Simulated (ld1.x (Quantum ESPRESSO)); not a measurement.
**chlorine: one change to an ultrasoft potential, before and after**

| Item | Value |
| --- | --- |
| Element | Cl (Z = 17) |
| Generator | ld1.x (Quantum ESPRESSO) 7.5 |
| Type | ultrasoft |
| Functional | PW91 |
| Relativity | scalar-relativistic |
| Frozen core | [Ne] |
| Valence charge | 7 |
| Reference configuration | 3s2 3p5 |
| Partial waves | 3s (bound): rcut 0.85, rcutus 1.10 bohr; 3s channel at 3.5 Ry: rcut 0.85, rcutus 1.10 bohr; 3p (bound): rcut 0.75, rcutus 1.05 bohr; 3p channel at 3.15 Ry: rcut 0.75, rcutus 1.05 bohr |
| Local potential | all-electron potential smoothed inside 1.00 bohr (lloc = -2) |
| Core correction | none |
| Augmentation charge | built from norm-conserving waves at rcut, not smoothed further |

Change: all radii scaled by about 1.09 (s 1.20, p 1.14 bohr, rcut 0.92/0.82); local potential all-electron potential smoothed inside 1.10 bohr (lloc = -2).

Cutoffs: the cutoffs (Ry, on a coarse ladder) from which the occupation-weighted sum of valence levels, in a spherical-Bessel basis at the reference potential, stays within 10 and 1 mRy of its value at 400 Ry; they do not see the model core or the augmentation charge, which bear on the density cutoff. Errors are all-electron minus pseudo energies relative to the spin-unpolarised reference configuration.

Task: Predict the effect on cutoff, ghosts and configuration errors.

Result: The potential gets softer (45 Ry and 80 Ry → 30 Ry and 70 Ry); of the 7 tests that both files solve, the error grows in 2 and shrinks in 3 by more than 15 % and 0.3 meV (median size 4.4 → 1.0 meV); neither file shows a bound ghost. A larger radius leaves more room for a smooth pseudo-wave, so fewer plane waves are needed.

| quantity | base | changed |
| --- | --- | --- |
| cutoff, loose | 45 Ry | 30 Ry |
| cutoff, tight | 80 Ry | 70 Ry |
| loose cutoff by channel (10 mRy a level) | s 30 Ry, p 25 Ry | s 21 Ry, p 12 Ry |
| bound ghosts | none | none |
| error for 3s2 3p4, meV [ΔE 13.93 eV] | -1.1 | -1.0 |
| error for 3s2 3p3, meV [ΔE 39.44 eV] | -1.1 | -0.2 |
| error for 3s2 3p2, meV [ΔE 77.83 eV] | +4.4 | +10 |
| error for 3s1 3p6, meV [ΔE 12.15 eV] | -6.6 | +0.2 |
| error for 3s2 3p5.3, meV [ΔE -2.15 eV] | +0.3 | +0.2 |
| error for 3s1 3p5, meV [ΔE 26.64 eV] | -7.0 | -1.2 |
| error for 3s2 3p1, meV [ΔE 130.17 eV] | +33 | +52 |
| lowest overlap eigenvalue by channel | s 0.65, p 0.92 | s 0.46, p 0.81 |
